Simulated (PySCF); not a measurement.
# Selenium: a sound run and one with changed settings

Sound run: Se [Ar] 3d10 4s2 4p4, Se⁺ [Ar] 3d10 4s2 4p3. Calculation: PySCF 2.14, in cc-pVTZ-PP with ECP10MDF (5s4p3d1f, 39 functions); scalar relativity through the core potential. In the sound run the correlated levels freeze 3s2 3p6 3d10 outside the core potential. The sound run starts from symmetry-adapted Hartree-Fock orbitals and uses a fine grid where one is needed.

Changed run: initial guess atom, at most 50 SCF cycles.

```
species   method  sound run (hartree)  changed run (hartree)  converged
     Se      UHF           -371.86220             -371.86220        yes
     Se    B3LYP           -373.18760             -373.18760        yes
     Se  CCSD(T)           -371.98470             -371.98470        yes
    Se⁺      PBE           -372.76838             -372.76838        yes
    Se⁺      MP2           -371.62358             -371.62358        yes
```

Here the plain start reaches the same solutions.
